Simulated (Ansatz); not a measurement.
`[NH2][GeH]([F])[Cl]` → HCl + `[NH2][Ge][F]` at 700 K and 1 bar (germylene formation by 1,1-elimination).

Isolated molecules relaxed with PBE0-D4/def2-TZVP in Ansatz; ΔE leaves out vibrations. CBS: MP2 limit from def2 TZ/QZ plus the TZ coupled-cluster correction, frozen cores. This one scheme is used for every species. For Ge outer-core shells are correlated without core-valence functions, which leaves a few kJ/mol of doubt a bond. Scalar relativity is left out up to krypton. Each species was taken in one conformer, which may not be the lowest.

```tsv
species	CCSD(T)/CBS energy (Eh)	H − E (kJ/mol)	S (J/(mol·K))
`[NH2][GeH]([F])[Cl]`	-2692.28962	161.3	421.9
HCl	-460.38127	38.4	211.8
`[NH2][Ge][F]`	-2231.86581	115.6	347.6
```

H − E and S are ideal-gas, rigid-rotor, harmonic terms from PBE0-D4/def2-TZVP, for one conformer and one mirror image of each species. 1 Eh = 2625.50 kJ/mol, R = 8.31446 J/(mol·K).

Q: By hand: ΔE, ΔH, ΔS and ΔG.

A: ΔE = (-460.38127) + (-2231.86581) − (-2692.28962) = 0.04254 Eh = 111.7 kJ/mol. Δ(H − E) = 38.4 + 115.6 − 161.3 = -7.3, so ΔH = 104.4 kJ/mol. ΔS = 211.8 + 347.6 − 421.9 = 137.5 J/(mol·K). ΔG = 104.4 − 700 × (137.5)/1000 = 8.2 kJ/mol.

Q: By hand: the equilibrium constant, and the temperature at which ΔG would vanish if ΔH and ΔS stayed fixed.

A: log₁₀ K = −ΔG/(RT ln 10) = -0.6. ΔG = 0 at ΔH/ΔS = 759 K.

The number of gas molecules changes by +1, which sets the sign of ΔS. A doubt of 5 kJ/mol in ΔE shifts log₁₀ K by 0.4 here. Other conformers and mirror images would add mixing entropy, several J/(mol·K) or more a flexible species. These are equilibria of isolated gas molecules and say nothing of rates. Largest T1 diagnostic: 0.014 (customary marks: 0.02 for closed shells, 0.045 for open ones).
